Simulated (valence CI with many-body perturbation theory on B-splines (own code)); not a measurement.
## In XXIX: key properties

Computed by configuration interaction combined with many-body perturbation theory (CI+MBPT): three valence electrons over a frozen Dirac-Fock core [Ar], radial functions for each j: 7 s, 7 p, 8 d, 6 f, 4 g, 1 h, with the one-electron correlation potential Σ1 (screened to all orders), the two-electron term Σ2, the three-electron term Σ3, Breit, model QED; selected single and double excitations, second order for the rest, scaled by the run's own slope (own B-spline code, finite nucleus).

The last digits are not significant, and no measured levels were compared; by estimate large intervals hold to a few tenths of a per cent, small ones and those within an open d or f shell to about a per cent. Only levels of the ground parity were solved; by the run's estimate the other parity begins above the list, which can be wrong where configurations are misplaced.

Names give the largest LS component (configuration and term), which can be under half, so a name can repeat, a term be missing and a line seem to break the LS rules; names also repeat where a configuration has a term twice.

Rates and lifetimes use the calculated energies. Strong lines usually hold to 10 to 20 %, long lifetimes can be off by a factor of two.

Question: What is the ground level?

Answer: 3d3 4F_3/2, composition 76 % 3d3 4F + 20 % 3d3 2D + 3 % 3d3 2P, g = 0.523.

Question: What is the ionisation energy?

Answer: 1576 eV; NIST lists 1575 ± 4 eV (theoretical).

Question: How well does LS coupling describe the low levels?

Answer: Among the lowest 19 levels the leading LS term, summed over configurations, holds 73 % on average. For single configurations the figures are 73 % in LS and 80 % in jj coupling. Terms mix most in the J = 9/2 level at 94830 cm⁻¹, where the leading one holds 43 %.
